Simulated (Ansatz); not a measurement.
Isolated molecules relaxed with PBE0-D4/def2-TZVP in Ansatz; ΔE leaves out vibrations. CBS: MP2 limit from def2 TZ/QZ plus the TZ coupled-cluster correction, frozen cores. This one scheme is used for every species, atoms too. DFT in def2-TZVPP. No spin–orbit coupling; open shells (•) take unrestricted orbitals. Spin–orbit coupling would lower the free atoms: a little for Cl. One conformer a species, not always the lowest.

Consider the hydrogen abstraction from a C–H bond: `C[SiH](O)O` + Cl• → `[CH2][SiH](O)O`• + HCl.

```tsv
level	ΔE (kJ/mol)
PBE0-D4	6.8
ωB97M-V	10.8
B2PLYP	13.1
PBE0	6.1
MP2/def2-TZVPP	13.0
CCSD/def2-TZVPP	16.4
CCSD(T)/def2-TZVPP	15.4
HF/CBS(def2)	20.4
```

Q: What does CCSD(T)/CBS give? (Estimate.)

A: The calculation gave: +9.5 kJ/mol. The listed levels differ from it by -2.7, 1.3, 3.6, -3.4, 3.5, 6.9, 5.9, 10.9 kJ/mol.

Largest T1 diagnostic among the species: 0.012.

In def2-TZVPP, CCSD(T) changes the Hartree–Fock value by −6.2 kJ/mol (the triples alone add −1.0 kJ/mol) and MP2 by −8.6 kJ/mol. From PBE to PBE0 (25 % exact exchange), in def2-TZVPP and without D4, ΔE moves by +3.9 kJ/mol.

CCSD(T)/CBS has its own doubt, a few kJ/mol and more with outer-core shells, so smaller differences from it don't rank the levels.
